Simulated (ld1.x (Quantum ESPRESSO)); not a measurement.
## chromium, PAW: configuration errors across variants

ld1.x (Quantum ESPRESSO) 7.5 input, shortened:

```
&input
   title='Cr', zed=24., rel=1, dft='PZ', iswitch=3,
   config='[Ar] 3d5 4s1 4p0'
 /
 &inputp
   pseudotype=3, lpaw=.true., tm=.true., lloc=-2, rcloc=4.25,
   nlcc=.true., new_core_ps=.true., rcore=1.45,
   which_augfun='BESSEL', rmatch_augfun=1.25
 /
6
4S  1  0   1.00   0.00  2.45  3.35  0.0
4S  1  0   0.00   1.15  2.45  3.35  0.0
4P  2  1   0.00   0.00  3.10  4.30  0.0
4P  2  1   0.00   4.30  3.10  4.30  0.0
3D  3  2   5.00   0.00  1.50  2.00  0.0
3D  3  2   0.00   0.70  1.50  2.00  0.0
 &test
   configts(1)='3d5 4s1 4p0'
 /
```

All-electron excitation energies from the reference (eV): (1) 3d5 4s0 4p0 7.140; (2) 3d5 4s0 4p1 3.204; (3) 3d4 4s1 4p0 8.252; (4) 3d4 4s1 4p1 3.612; (5) 3d5 4s1 4p0 spin -4.916; (6) 3d5 4s0 4p0 spin 2.685.

Spin tests fill each open shell by Hund’s rule, majority spin first.

The overlap operator is not positive definite (basis up to 400 Ry) in “base”, “core correction Bessel-smoothed model core inside 1.64 bohr”, “wave 4s channel at 1.15 Ry: rcut 2.45, rcutus 3.35 bohr becomes 4s channel at -0.02 Ry: rcut 2.45, rcutus 3.35 bohr”, “all radii but the core radius scaled by about 0.92 (s 3.10, p 3.98, d 1.84 bohr, rcut 2.26/2.86/1.38); local potential all-electron potential smoothed inside 3.92 bohr (lloc = -2); augmentation BESSEL, radius 1.16 bohr”, “waves 3d (bound): rcut 1.38, rcutus 1.46 bohr; 3d channel at 0.7 Ry: rcut 1.38, rcutus 1.46 bohr”. Such files are unfit for use, however small their errors in these radial tests.

Tests that are not counted but printed errors over 1 eV. “base”: 3d3 4s0 4p0 (solver errors, printed error -106 eV); 3d2 4s0 4p0 (solver errors, printed error -32.9 eV). “core correction Bessel-smoothed model core inside 1.64 bohr”: 3d3 4s0 4p0 (solver errors, printed error -106 eV); 3d2 4s0 4p0 (solver errors, printed error -32.9 eV). “wave 4s channel at 1.15 Ry: rcut 2.45, rcutus 3.35 bohr becomes 4s channel at -0.02 Ry: rcut 2.45, rcutus 3.35 bohr”: 3d3 4s0 4p0 (solver errors, printed error -106 eV); 3d2 4s0 4p0 (solver errors, printed error -32.9 eV). “type RRKJ; waves now 4s (bound): rc 3.35 bohr; 4p (bound): rc 4.30 bohr; 3d (bound): rc 2.00 bohr; local potential the d channel; rho0 0.001”: 3d4 4s1 4p1 (solver errors, printed error -2.1 eV). “all radii but the core radius scaled by about 0.92 (s 3.10, p 3.98, d 1.84 bohr, rcut 2.26/2.86/1.38); local potential all-electron potential smoothed inside 3.92 bohr (lloc = -2); augmentation BESSEL, radius 1.16 bohr”: 3d2 4s0 4p0 (pseudo-atom not self-consistent, printed error -3.8 eV).

4 further variants failed, have other tests or another functional or relativity, and are left out.

A true bound ghost makes a file unfit for plane-wave use even where its test errors are small: the radial tests pick states by their node count and pass the ghost by. Where a test does run into it, the solver fails or the error is huge.

Errors AE − PS in meV (a dash: test not solved or not reliable):

| change | (1) | (2) | (3) | (4) | (5) | (6) | bound ghosts |
| --- | --- | --- | --- | --- | --- | --- | --- |
| base | -9.4 | -2.0 | -73 | -77 | -8.9 | -34 | not determined (overlap not positive) |
| local potential all-electron potential smoothed inside 1.90 bohr (lloc = -1) | -0.1 | -0.9 | -9.1 | +18 | -8.8 | -22 | none |
| core correction Bessel-smoothed model core inside 1.64 bohr | -9.4 | -2.0 | -74 | -77 | -8.8 | -34 | not determined (overlap not positive) |
| wave 4s channel at 1.15 Ry: rcut 2.45, rcutus 3.35 bohr becomes 4s channel at -0.02 Ry: rcut 2.45, rcutus 3.35 bohr | -9.4 | -2.0 | -152 | -141 | -9.0 | -34 | not determined (overlap not positive) |
| type RRKJ; waves now 4s (bound): rc 3.35 bohr; 4p (bound): rc 4.30 bohr; 3d (bound): rc 2.00 bohr; local potential the d channel; rho0 0.001 | -11 | -2.4 | -89 | – | +371 | +371 | s, p |
| all radii but the core radius scaled by about 0.92 (s 3.10, p 3.98, d 1.84 bohr, rcut 2.26/2.86/1.38); local potential all-electron potential smoothed inside 3.92 bohr (lloc = -2); augmentation BESSEL, radius 1.16 bohr | -8.6 | -50 | -86 | – | – | – | p (s not tested, overlap not positive) |
| waves 3d (bound): rcut 1.38, rcutus 1.46 bohr; 3d channel at 0.7 Ry: rcut 1.38, rcutus 1.46 bohr | -11 | -1.9 | -81 | -87 | -9.0 | -35 | not determined (overlap not positive) |

Problem. Give the same row for: local potential all-electron potential smoothed inside 1.68 bohr (lloc = -2).

Solution. -0.7, -1.0, -50, -30, -8.9, -23; bound ghosts: none.
